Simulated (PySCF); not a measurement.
Isomers C₇H₆N₂O:

A. SMILES C#Cc1cnncc1OC
B. SMILES c1nccc2cc(N)oc21
C. `N#Cc1nocc1C1CC1`
D. `c1ccn(-c2ncco2)c1`

Spectrum 1. 1H NMR (400 MHz, computed): δ 9.35 (s, 1H), 9.16 (s, 1H), 4.14 (s, 3H), 3.28 (s, 1H). 13C{1H} NMR (computed): δ 164.6 (C), 156.9 (CH), 139.0 (CH), 113.2 (C), 99.8 (CH), 81.0 (C), 56.3 (CH3).

Spectrum 2. 1H NMR (400 MHz, computed): δ 8.09 (s, 1H), 1.92 (m, 1H), 1.36 (m, 2H), 0.57 (m, 2H). 13C{1H} NMR (computed): δ 158.2 (CH), 144.7 (C), 140.9 (C), 116.1 (C), 17.4 (CH2), 7.0 (CH).

Spectrum 3. 1H NMR (400 MHz, computed): δ 7.55 (m, 2H), 7.51 (m, 1H), 7.37 (m, 1H), 6.55 (m, 2H). 13C{1H} NMR (computed): δ 160.6 (C), 139.2 (CH), 135.7 (CH), 122.1 (CH), 118.0 (CH).

Spectrum 4. 1H NMR (400 MHz, computed): δ 8.77 (s, 1H), 8.61 (d, 1H), 7.40 (d, 1H), 5.68 (m, 1H), 3.95 (br s, 2H). 13C{1H} NMR (computed): δ 165.8 (C), 153.6 (C), 148.7 (CH), 144.2 (C), 135.4 (CH), 116.7 (CH), 83.2 (CH).

Rapidly exchanging positions averaged, no solvent model, single conformer, non-relativistic. GFN2-xTB structure; σ from GIAO-PBE0/pcSseg-1; PySCF 2.14.

Scale: 1H and 13C against TMS (reference shieldings calculated alike). Where no couplings were computed, multiplicities follow the n + 1 count of equivalent neighbours, and m marks all less simple cases (inequivalent or close neighbours, rings, F or P nearby). Shifts are as computed. Against solution values, carbons near 30 ppm lie about +3 ppm off and those near 130 ppm about +5 ppm. Of 1211 compounds with measured shifts, 218 miss one by over three times the rms of a fit or turn the order of signals round; such compounds aren't used in these exercises. OH and NH positions are gas-phase values without hydrogen bonding to other molecules.

Question: Which spectrum belongs to which compound?

Answer: 1–A, 2–C, 3–D, 4–B.

- Spectrum 1 (A): 7 13C signals; δC 164.6 is an aromatic carbon bearing oxygen; δC 156.9 is an aromatic CH next to a ring nitrogen.
- Spectrum 2 (C): 6 13C signals; δC 116.1 is a nitrile carbon; δC 17.4 is a three-membered-ring carbon.
- Spectrum 3 (D): 5 13C signals; δC 160.6 is an aromatic carbon bearing nitrogen; δH 7.55 is the hydrogen on an aromatic CH next to a ring nitrogen.
- Spectrum 4 (B): 7 13C signals; δC 165.8 is an aromatic carbon bearing nitrogen; δC 148.7 is an aromatic CH next to a ring nitrogen.
